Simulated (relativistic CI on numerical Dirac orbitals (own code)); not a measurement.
# Sc⁺: calculation against measurement

Method of calculation: Dirac-Coulomb-Breit CI, orbitals from a KLI potential per configuration, model QED, valence Slater integrals scaled by 0.85, configuration energies shifted to the measured levels that pair with them (semi-empirical) (own radial code, finite nucleus).

Configurations in the expansion (outside the closed core [Ar]): 3d 4s, 3d2, 4s2, 3d 4p, 3d 4d, 4s 4p, 3d 4f, 3d 5s, 4p2, 3d 5p, 4s 5p, 3d 6s, 3d 5d, 4s 6s, 3d 6p, 4s 5d, 4s 6p, 3d 5f, 3d 5g, 4s 5s, 3d 6d, 4s 5f, 4s 5g, 4s 6d, 4s 4d, 3d 6f, 4s 6f, 4p 4d, 4s 4f, 4p 4f. Levels of other configurations are missing.

| Configuration | Term (tabulated) | J | Measured (cm⁻¹) | Computed | Error | Purity (%) |
| --- | --- | --- | --- | --- | --- | --- |
| 3d 4s | 3D | 1 | 0.0 | 0 | 0 | 100 |
| 3d 4s | 3D | 2 | 67.7 | 54 | -13 | 100 |
| 3d 4s | 3D | 3 | 177.8 | 142 | -36 | 100 |
| 3d 4s | 1D | 2 | 2540.9 | 2396 | -145 | 88 |
| 3d2 | 3F | 2 | 4802.9 | 4032 | -771 | 100 |
| 3d2 | 3F | 3 | 4883.6 | 4087 | -797 | 100 |
| 3d2 | 3F | 4 | 4987.8 | 4157 | -831 | 100 |
| 3d2 | 1D | 2 | 10944.6 | 11516 | 572 | 87 |
| 4s2 | 1S | 0 | 11736.4 | 11736 | 0 | 88 |
| 3d2 | 3P | 0 | 12074.1 | 12082 | 8 | 100 |
| 3d2 | 3P | 1 | 12101.5 | 12102 | 0 | 100 |
| 3d2 | 3P | 2 | 12154.4 | 12136 | -18 | 99 |
| 3d2 | 1G | 4 | 14261.3 | 14510 | 248 | 100 |
| 3d2 | 1S | 0 | 25955.2 | 27404 | 1449 | 85 |
| 3d 4p | 1D° | 2 | 26081.3 | 26358 | 277 | 99 |
| 3d 4p | 3F° | 2 | 27443.7 | 27660 | 216 | 98 |
| 3d 4p | 3F° | 3 | 27602.5 | 27793 | 191 | 98 |
| 3d 4p | 3F° | 4 | 27841.3 | 27996 | 154 | 100 |
| 3d 4p | 3D° | 1 | 27917.8 | 27927 | 9 | 99 |
| 3d 4p | 3D° | 2 | 28021.3 | 28013 | -9 | 98 |
| 3d 4p | 3D° | 3 | 28161.2 | 28130 | -31 | 98 |
| 3d 4p | 3P° | 0 | 29736.3 | 29570 | -166 | 87 |
| 3d 4p | 3P° | 1 | 29742.2 | 29587 | -155 | 86 |
| 3d 4p | 3P° | 2 | 29823.9 | 29669 | -154 | 88 |
| 3d 4p | 1P° | 1 | 30815.7 | 30769 | -47 | 88 |
| 3d 4p | 1F° | 3 | 32350.0 | 32517 | 167 | 98 |

Measured levels from NIST Handbook of Basic Atomic Spectroscopic Data (Sansonetti and Martin, J. Phys. Chem. Ref. Data 34, 1559 (2005)); pairs were made by configuration, J and term (by order where the table uses no LS term), so strongly mixed levels may be paired wrongly.

Mean error by configuration (cm⁻¹): 3d 4s -65; 3d2 -16; 4s2 0; 3d 4p 38. Over the excited levels the mean absolute error is 259 cm⁻¹ (25 of the 25 excited levels that our extract of the source holds in range could be paired), and the median relative error of those above 1,000 cm⁻¹ is 0.55 %, both after the shifts were fitted to these levels, so that a configuration with one level shows no error.

Transition probabilities of persistent lines. The last column rescales the computed rate by the cube of measured over computed energy:

```csv
λ measured (Å),Lower,Upper,A tabulated (s⁻¹),A computed,A rescaled
3353.72 air,3d 4s 1D_2,3d 4p 1F°_3,1.51e+08,1.77e+08,1.72e+08
3372.15 air,3d 4s 3D_3,3d 4p 3P°_2,9.90e+07,9.96e+07,1.01e+08
3572.53 air,3d 4s 3D_3,3d 4p 3D°_3,1.38e+08,1.56e+08,1.56e+08
3576.34 air,3d 4s 3D_2,3d 4p 3D°_2,1.06e+08,1.20e+08,1.20e+08
3580.93 air,3d 4s 3D_1,3d 4p 3D°_1,1.23e+08,1.45e+08,1.45e+08
3613.83 air,3d 4s 3D_3,3d 4p 3F°_4,1.48e+08,1.88e+08,1.85e+08
3630.74 air,3d 4s 3D_2,3d 4p 3F°_3,1.20e+08,1.45e+08,1.42e+08
3642.78 air,3d 4s 3D_1,3d 4p 3F°_2,1.13e+08,1.38e+08,1.35e+08
4246.82 air,3d 4s 1D_2,3d 4p 1D°_2,1.29e+08,1.72e+08,1.63e+08
```

Configurations whose levels could be paired with our table of measured levels were shifted onto them, all but the ground configuration, by the median error of their levels; single terms can still be off by 1,000 to 2,000 cm⁻¹ or more, and rates follow the energies as ν³ (E1, M1) or ν⁵ (E2). The others borrow a shift and can be off by several thousand cm⁻¹ or more. The fine structure of a lone outer electron comes out too small, for d and f at times inverted, and misplaced configurations move strength between like terms. 25 of the 25 excited levels that our extract of the measured tables holds in this range could be paired (the sources list more); they are missed by 259 cm⁻¹ on average and 1449 at most, after the shifts were fitted to these levels, and levels without a partner can miss by more.

Shifts applied (cm⁻¹): 3d 4s 0; 3d2 -1196; 4s2 -225; 3d 4p 1234.
